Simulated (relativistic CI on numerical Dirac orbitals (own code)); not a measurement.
Computed by Dirac-Coulomb-Breit CI, KLI orbitals optimised for each configuration, a model potential for QED, unscaled Slater integrals (own radial code, finite nucleus).

The strongest absorption lines from the ground level of an ion, among the configurations computed and to levels below about 221 eV (vacuum wavelength in Å, gf): 58.635 (0.66), 114.88 (0.56), 120.01 (7.6), 120.47 (0.63), 123.53 (3.9), 123.60 (2.1), 125.18 (1), 126.45 (0.84).

(1) Which ion is it?
A. Te18+
B. Cd14+
C. Sn16+
D. Ba22+

Results:

(1) A. Te18+ has 34 electrons and the ground level 4s2.4p4 3P_2; the strongest line goes to 4s2.4p3.4d 3D°_3. The pattern of lines fixes the number of electrons, and along that sequence the line energies rise steadily with the charge (about as its square where n changes within one kind of shell, about linearly where n is kept but much faster in heavy ions where fine structure, which grows about as Z⁴, sets the gap, and irregularly where shells cross), which fixes Z. Configurations outside the model, such as inner-shell arrays, can give stronger lines. At this charge energies of transitions that change n are usually good to better than 1 %, and those within a shell (Δn = 0) to a few per cent.

LS names give the leading component of a level, which can be under half, so a name can repeat, a term be missing and a line seem to break the LS rules.
